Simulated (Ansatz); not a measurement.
The cluster Si₂O₄. Charge 0, multiplicity 1. Geometry PBE0-D4/def2-SVP; atoms count from 1.

```xyz
6

Si    0.3445   -1.1463   -0.0685
Si   -0.3445    1.1463    0.0685
O     1.0619    0.2940    0.4207
O    -1.0619   -0.2940   -0.4208
O    -0.7791    2.5922    0.1550
O     0.7791   -2.5922   -0.1549
```

The structure comes from a short search, and lower isomers may exist.

(1) Estimate the Mulliken populations from the PBE0/def2-TZVP orbitals of Ansatz.

(2) And the Mayer bond orders between heavy atoms (over 0.3)?

Answers

(1) 
```json
{"atom": "Si1", "charge (e)": "0.79"}
{"atom": "Si2", "charge (e)": "0.79"}
{"atom": "O3", "charge (e)": "-0.34"}
{"atom": "O4", "charge (e)": "-0.34"}
{"atom": "O5", "charge (e)": "-0.45"}
{"atom": "O6", "charge (e)": "-0.45"}
```
Mulliken values depend strongly on the basis.

(2) Si1–O3 1.09 (1.68 Å); Si1–O4 1.09 (1.68 Å); Si1–O6 2.23 (1.51 Å); Si2–O3 1.09 (1.68 Å); Si2–O4 1.09 (1.68 Å); Si2–O5 2.23 (1.51 Å).
